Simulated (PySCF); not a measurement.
Molecule: SMILES N[Si@@](O)([SiH3])P, H8NOPSi2.

Bonds (- single, = double, # triple, : aromatic): N1-Si2 1.724 Å, Si2-O3 1.677 Å, Si2-Si4 2.334 Å, Si2-P5 2.266 Å. N1 carries H6, H7; O3 carries H8; Si4 carries H9, H10, H11; P5 carries H12, H13. Stereochemistry as in N[Si@@](O)([SiH3])P.

Geometry PBE0-D3(BJ)/def2-SVP throughout; GIAO in PySCF 2.14, gas phase, one conformer, non-relativistic; equivalent atoms averaged; basis pcSseg-1.

For orientation, wB97X-D gives these shifts δ (against NH3, TMS, H2O, H3PO4 at the same level): N1 45.8, Si2 2.3, Si4 -103.5, O3 85.4, P5 -261.4, H9/H10/H11 3.44, H8 1.45, H12/H13 1.70, H6/H7 1.25 ppm.

A run gave: N1 43.2, Si2 3.3, Si4 -102.5, O3 79.4, P5 -272.0, H9/H10/H11 3.39, H8 1.46, H12/H13 1.70, H6/H7 1.17 ppm (shifts δ (against NH3, TMS, H2O, H3PO4 at the same level)).

Which functional was used in that run?
A. mPW1PW91
B. B97-2
C. LC-wPBE
D. BLYP

Results:

C. P5 tells them apart best: LC-wPBE gives -272.0, B97-2 gives -252.3, mPW1PW91 gives -258.9, BLYP gives -247.1 ppm.
